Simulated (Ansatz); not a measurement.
# Which is lower?

Two relaxed structures of H₂TeSO, closed shell (PBE0-D4/def2-TZVP; forces vanish, vibrations not checked).

A:

O1  (-1.477, -1.025, -0.059)
Te2  (-0.611, 0.434, -1.024)
S3  (0.959, 1.172, 0.362)
H4  (-0.881, -1.301, 0.651)
H5  (0.276, -0.635, -1.996)
(Å)

B:

O1  (-1.211, -0.624, 0.370)
Te2  (-0.788, 0.408, -1.067)
S3  (1.301, 1.712, -0.068)
H4  (0.761, 2.053, 1.118)
H5  (1.948, 0.657, 0.464)
(Å)

Program: Ansatz 0.2.0. Basis: def2-TZVPP. Cores are frozen in the correlated methods. Filled d shells of the heavier atoms are correlated. Core potentials replace the inner electrons of the atoms past krypton. The def2 sets are not built for correlating such inner shells, so the correlated values are less sure here. B3LYP uses VWN-RPA correlation.

Problem. Which structure is lower at CCSD(T), and by how much? (Judge from chemistry; the value comes from the calculation.)

Solution. By the calculation: A, by 35.40 kcal/mol (electronic energy, against the other). By their contacts, A is H₂TeSO ([OH][TeH][S]) and B is H₂TeSO ([O][Te][SH2]).

All methods give the same order:

| method | E(B) − E(A) (kcal/mol) |
| --- | --- |
| PBE-D4 | 32.41 |
| r2SCAN-D4 | 35.64 |
| PBE0-D4 | 37.03 |
| B3LYP-D4 | 33.47 |
| wB97M-V | 36.09 |
| HF | 41.86 |
| MP2 | 34.14 |
| CCSD | 37.15 |
| CCSD(T) | 35.40 |

The T1 diagnostic stays at or below 0.025. The restricted Hartree–Fock reference is unstable towards an unrestricted one at one or more of these structures.

Labels in which every atom is bracketed show which atoms are joined, not bond orders.

For scale, one of the runs: CCSD(T)/def2-TZVPP, 151 basis functions, launched by `ansatz run in.yaml --threads 2 --pin off --events-out ev --progress --plain --max-ram 4352MiB`. Hardware: 2 CPU threads of an Intel Xeon Platinum 8259CL, shared host. Wall time 40 s; peak host memory 1.2 GiB.
